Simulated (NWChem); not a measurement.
System: C4H5F; SMILES C(/C=C/F)=C

Here is an NWChem input.

```
start job
memory heap 200 mb stack 900 mb global 1100 mb
geometry units angstroms
  C     -2.360857     0.064273     0.980410
  C     -1.379390     0.404500     0.151914
  C     -0.054200    -0.165573     0.214139
  C      0.917741     0.182881    -0.619545
  F      2.143238    -0.359284    -0.544857
  H     -2.215333    -0.668886     1.756417
  H     -3.340305     0.504254     0.913062
  H     -1.545269     1.142959    -0.621102
  H      0.139337    -0.906043     0.977091
  H      0.843303     0.907572    -1.417612
end
basis spherical
  * library 6-31g*
end
dft
  xc b3lyp
  iterations 150
end
driver
  maxiter 120
end
task dft optimize
task dft freq
```

Parts of the log:

```
             Northwest Computational Chemistry Package (NWChem) 7.3.0
             --------------------------------------------------------

 CS  symmetry detected

                             Geometry "geometry" -> ""
                             -------------------------

 Output coordinates in angstroms (scale by  1.889725989 to convert to a.u.)

  No.       Tag          Charge          X              Y              Z
 ---- ---------------- ---------- -------------- -------------- --------------
    1 C                    6.0000    -0.26920504     2.43183561     0.00000000
    2 C                    6.0000     0.38851889     1.27735012     0.00000000
    3 C                    6.0000    -0.26624561    -0.00961031     0.00000000
    4 C                    6.0000     0.40237629    -1.15593629     0.00000000
    5 F                    9.0000    -0.22555207    -2.34213612     0.00000000
    6 H                    1.0000    -1.34605641     2.46757557     0.00000000
    7 H                    1.0000     0.24264989     3.37811356     0.00000000
    8 H                    1.0000     1.47026022     1.26228503     0.00000000
    9 H                    1.0000    -1.34681973    -0.02402285     0.00000000
   10 H                    1.0000     1.47726753    -1.26656101     0.00000000

 Effective nuclear repulsion energy (a.u.)     152.1369416497

      Symmetry information
      --------------------

 Group name             Cs
 Group number              2
 Group order               2
 No. of unique centers    10

                                Z-matrix (autoz)
                                --------

 Units are Angstrom for bonds and degrees for angles

      Type          Name      I     J     K     L     M      Value
      ----------- --------  ----- ----- ----- ----- ----- ----------
    1 Stretch                  1     2                       1.32870
    2 Stretch                  1     6                       1.07744
    3 Stretch                  1     7                       1.07584
    4 Stretch                  2     3                       1.44395
    5 Stretch                  2     8                       1.08185
    6 Stretch                  3     4                       1.32707
    7 Stretch                  3     9                       1.08067
    8 Stretch                  4     5                       1.34215
    9 Stretch                  4    10                       1.08057
   10 Bend                     1     2     3               123.36378
   11 Bend                     1     2     8               120.46856
   12 Bend                     2     1     6               121.57158
   13 Bend                     2     1     7               121.91975
   14 Bend                     2     3     4               122.78056
   15 Bend                     2     3     9               117.72970
   16 Bend                     3     2     8               116.16765
   17 Bend                     3     4     5               121.85109
   18 Bend                     3     4    10               126.12992
   19 Bend                     4     3     9               119.48973
   20 Bend                     5     4    10               112.01899
   21 Bend                     6     1     7               116.50866
   22 Torsion                  1     2     3     4         180.00000
   23 Torsion                  1     2     3     9           0.00000
   24 Torsion                  2     3     4     5         180.00000
   25 Torsion                  2     3     4    10           0.00000
   26 Torsion                  3     2     1     6           0.00000
   27 Torsion                  3     2     1     7         180.00000
   28 Torsion                  4     3     2     8           0.00000
   29 Torsion                  5     4     3     9           0.00000
   30 Torsion                  6     1     2     8         180.00000
   31 Torsion                  7     1     2     8           0.00000
   32 Torsion                  8     2     3     9         180.00000
   33 Torsion                  9     3     4    10         180.00000

                           NWChem Geometry Optimization
                           ----------------------------

 maximum gradient threshold         (gmax) =   0.000450
 rms gradient threshold             (grms) =   0.000300
 maximum cartesian step threshold   (xmax) =   0.001800
 rms cartesian step threshold       (xrms) =   0.001200
 fixed trust radius                (trust) =   0.300000
 source of zmatrix                         =   autoz

          -------------------
          Energy Minimization
          -------------------

 Using diagonal initial Hessian
 Scaling for Hessian diagonals: bonds = 1.00  angles = 0.25  torsions = 0.10

          --------
          Step   0

                                 NWChem DFT Module
                                 -----------------

 Summary of "ao basis" -> "ao basis" (spherical)
 ------------------------------------------------------------------------------
       Tag                 Description            Shells   Functions and Types
 ---------------- ------------------------------  ------  ---------------------
 C                           6-31g*                  6       14   3s2p1d
 F                           6-31g*                  6       14   3s2p1d
 H                           6-31g*                  2        2   2s

      Symmetry analysis of basis
      --------------------------

        a'         60
        a"         20

[...]

      ----------------------
      Optimization converged
      ----------------------

  Step       Energy      Delta E   Gmax     Grms     Xrms     Xmax
  ---- ---------------- -------- -------- -------- -------- --------
@    5    -255.21858419 -1.4D-08  0.00006  0.00002  0.00007  0.00015
                                     ok       ok       ok       ok

                                Z-matrix (autoz)
                                --------

 Units are Angstrom for bonds and degrees for angles

[...]

 Rotational Constants
 --------------------
 A=   1.161970 cm-1  (  1.671779 K)
 B=   0.071814 cm-1  (  0.103322 K)
 C=   0.067634 cm-1  (  0.097308 K)

 Temperature                      =   298.15K
 frequency scaling parameter      =   1.0000

 Zero-Point correction to Energy  =   49.005 kcal/mol  (  0.078094 au)
 Thermal correction to Energy     =   52.347 kcal/mol  (  0.083420 au)
 Thermal correction to Enthalpy   =   52.939 kcal/mol  (  0.084364 au)

 Total Entropy                    =   72.417 cal/mol-K
   - Translational                =   38.723 cal/mol-K (mol. weight =  72.0375)
   - Rotational                   =   25.150 cal/mol-K (symmetry #  =        1)
   - Vibrational                  =    8.544 cal/mol-K

 Cv (constant volume heat capacity) =   17.986 cal/mol-K
   - Translational                  =    2.979 cal/mol-K
   - Rotational                     =    2.979 cal/mol-K
   - Vibrational                    =   12.027 cal/mol-K

[normal modes left out]

 ----------------------------------------------------------------------------
 Normal Eigenvalue ||           Projected Infra Red Intensities
  Mode   [cm**-1]  || [atomic units] [(debye/angs)**2] [(KM/mol)] [arbitrary]
 ------ ---------- || -------------- ----------------- ---------- -----------
    1       -0.000 ||    0.000347           0.008         0.338       0.211
    2       -0.000 ||    0.000774           0.018         0.754       0.471
    3        0.000 ||    0.000337           0.008         0.328       0.205
    4        0.000 ||    0.000133           0.003         0.130       0.081
    5        0.000 ||    0.000065           0.001         0.063       0.040
    6        0.000 ||    0.000007           0.000         0.007       0.004
    7      161.377 ||    0.000218           0.005         0.213       0.133
    8      204.644 ||    0.002146           0.050         2.093       1.306
    9      297.531 ||    0.000314           0.007         0.306       0.191
   10      466.905 ||    0.000845           0.020         0.824       0.514
   11      510.742 ||    0.015414           0.356        15.027       9.379
   12      676.272 ||    0.007093           0.164         6.914       4.316
   13      854.100 ||    0.001607           0.037         1.567       0.978
   14      919.920 ||    0.033657           0.776        32.810      20.479
   15      950.305 ||    0.028706           0.662        27.984      17.467
   16      971.023 ||    0.000775           0.018         0.755       0.471
   17     1040.902 ||    0.032680           0.754        31.858      19.885
   18     1169.033 ||    0.170375           3.931       166.090     103.668
   19     1213.592 ||    0.018578           0.429        18.111      11.304
   20     1274.631 ||    0.002366           0.055         2.306       1.439
   21     1335.593 ||    0.000957           0.022         0.933       0.582
   22     1356.992 ||    0.001993           0.046         1.943       1.213
   23     1477.983 ||    0.007876           0.182         7.677       4.792
   24     1691.504 ||    0.008009           0.185         7.808       4.873
   25     1745.970 ||    0.102198           2.358        99.628      62.184
   26     3152.887 ||    0.012679           0.293        12.360       7.714
   27     3168.087 ||    0.003668           0.085         3.576       2.232
   28     3191.708 ||    0.008863           0.204         8.640       5.393
   29     3212.313 ||    0.014852           0.343        14.479       9.037
   30     3251.605 ||    0.015511           0.358        15.121       9.438
 ----------------------------------------------------------------------------
```

Level: B3LYP/6-31G* (spherical d).
